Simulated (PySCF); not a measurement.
**Working out the ionisation energy of Cr**

Cr [Ar] 3d5 4s1 (7S) → Cr⁺ [Ar] 3d5 (6S). Computed with PySCF 2.14 in 6-31G* (5s4p2d1f, 34 functions), with the non-relativistic Hamiltonian (point nucleus). Frozen: [Ar]. Energies in hartree (1 hartree = 27.21139 eV):

| part | Cr (lower) | Cr⁺ (upper) |
| --- | --- | --- |
| UHF | -1043.189426 | -1042.988815 |
| MP2 opposite-spin | 0.000000 | 0.000000 |
| MP2 same-spin | -0.055883 | -0.049076 |

Task: What does Hartree-Fock give?

Result: (-1042.988815) − (-1043.189426) = 0.200611 hartree = 5.459 eV.

Task: What do MP2 and SCS-MP2 (6/5 opposite-spin, 1/3 same-spin) give?

Result: The opposite-spin parts differ by 0.000 eV and the same-spin parts by 0.185 eV. MP2: 5.459 + (0.000) + (0.185) = 5.644 eV. SCS-MP2: 5.459 + 1.2 × (0.000) + (0.185)/3 = 5.521 eV.

Measured between the centres of the two terms (NIST): 6.767 eV, so MP2 (valence) is off by -1.123 eV.

The calculation is non-relativistic.

What remains against the reference includes basis incompleteness, the frozen core and correlation beyond second order.
